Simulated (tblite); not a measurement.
Distances in Å between the heavy atoms of a computed structure (GFN2-xTB; lower triangle, same order across):
```
C1    0.00
C2    1.53  0.00
C3    2.50  1.50  0.00
C4    3.48  2.51  1.33  0.00
P5    4.95  4.12  2.67  1.82  0.00
C6    5.01  4.73  3.43  2.78  1.86  0.00
Si7   5.65  5.48  4.46  3.52  3.12  1.90  0.00
C8    4.61  3.85  2.45  2.58  1.87  2.85  4.58  0.00
C9    3.21  2.59  1.50  2.40  2.77  3.41  4.94  1.53  0.00
```

Hydrogens: 3 on C1, 2 on C2, 1 on C4, 2 on C6, 3 on Si7, 2 on C8, 2 on C9.

Charge 0, singlet.

(1) Read off the bonds between heavy atoms and their formal orders.

(2) Give the structure as a SMILES string.

(3) Which rings does it hold (smallest set)?

(4) Describe the place of each heavy atom.

Results:

(1) C1–C2 (single); C2–C3 (single); C3–C4 (double); C4–P5 (single); P5–C6 (single); C6–Si7 (single); P5–C8 (single); C8–C9 (single); C3–C9 (single).

(2) `CCC1=CP(C[SiH3])CC1`, C7H15PSi. Among its features: C=C double bond, Si–H bond, C–Si bond and phosphine.

(3) C3–C4–P5–C8–C9 (5 members, 0.10 Å rms from planarity).

(4) C1: methyl carbon; C2: allylic carbon; C3: fully substituted alkene carbon; C4: alkene CH carbon; P5: phosphine phosphorus; C6: sp3 carbon bound to silicon; Si7: SiH3 silicon; C8: sp3 carbon bound to phosphorus; C9: allylic carbon.
